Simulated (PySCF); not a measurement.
# Static response to an electric field

Compound: In(H2S)Cl3.
Geometry (PBE0-D3(BJ)/def2-SVP, Å), atoms numbered from 1 in this order:
```xyz
7
Cl3H2InS angstrom
In     0.3036   -0.2417   -1.0420
S     -0.0173   -0.2199    1.6913
H      0.2155    1.1097    1.7867
H     -1.3530   -0.0387    1.5720
Cl     2.6297   -0.1188   -1.2108
Cl    -0.9104    1.7353   -1.3788
Cl    -0.8681   -2.2259   -1.4185
```

Level: wB97X-D/def2-SVPD (PySCF), static field, nuclei fixed, core orbitals frozen in the response. The polarisability tensor in these axes (au):

```
x   102.01   0.85  -1.65
y     0.85  99.91   1.53
z    -1.65   1.53  96.06
```

Question: Give the principal values, the mean and the anisotropy Δα = √{½[(α1 − α2)² + (α2 − α3)² + (α1 − α3)²]}.

Answer: Principal values 95.03, 100.41 and 102.52 au; mean 99.32 au = 14.72 Å³ = 16.38 × 10⁻⁴⁰ C²·m²/J; Δα = 6.69 au (7 % of the mean).

Question: What is the dipole moment, and where does it point?

Answer: (-0.89, 0.76, 4.29) D, 4.44 D in size, pointing from the negative to the positive side. Measured along this direction, the outermost atoms are Cl5 at the negative end and H3 and H4 at the positive end.

Question: Orientational against electronic polarisability at 273 K (dilute gas, rigid molecules)?

Answer: In Gaussian units μ²/3kT = 174.52 Å³ against 14.72 Å³, a ratio of 11.86; the Debye molar polarisation (4π/3)N_A(α + μ²/3kT) is 477.4 cm³/mol, leaving out the vibrational part.

Question: Find the Langevin capture rate constant for H3+ (3.023 u) meeting this molecule (253.798 u), k = 2.342 × 10⁻⁹ cm³/s × √(α in Å³ / reduced mass in u).

Answer: The reduced mass is 2.99 u, so k = 5.20 × 10⁻⁹ cm³/s. The formula leaves out the permanent dipole, which adds to the capture rate.

Question: Rayleigh depolarisation ratio (linearly polarised light, static tensor)?

Answer: ρ = 3Δα²/(45ᾱ² + 4Δα²) = 134.2/(443926 + 178.9) = 0.000302.

Question: In TDDFT the mean static polarisability is Σ f/ω² over all singlet excitations (ω in hartree). How much of it do the 10 lowest give? Their energies (eV) and oscillator strengths: 5.56, 0.0000; 5.71, 0.0040; 5.73, 0.0114; 5.77, 0.0570; 5.83, 0.0693; 5.88, 0.1303; 6.89, 0.0000; 7.28, 0.1406; 7.37, 0.1539; 7.41, 0.1753.

Answer: They add up to 12.34 au, 12.4 % of the 99.32 au; the largest single term is 2.79 au, from the state at 5.88 eV. Terms in order: 0.00, 0.09, 0.26, 1.27, 1.51, 2.79, 0.00, 1.96, 2.10, 2.36 au. Higher excitations give the rest. The strengths listed sum to 0.742.

Question: Estimate the molar refractivity from the static electronic polarisability.

Answer: Lorentz–Lorenz: R = (4π/3)N_A α = 2.5225 cm³/(mol·Å³) × 14.72 Å³ = 37.1 cm³/mol, in the limit of long wavelengths.

Isolated species at its PBE0-D3(BJ)/def2-SVP geometry, gas phase. Atoms past krypton carry effective core potentials; spin–orbit coupling is left out.
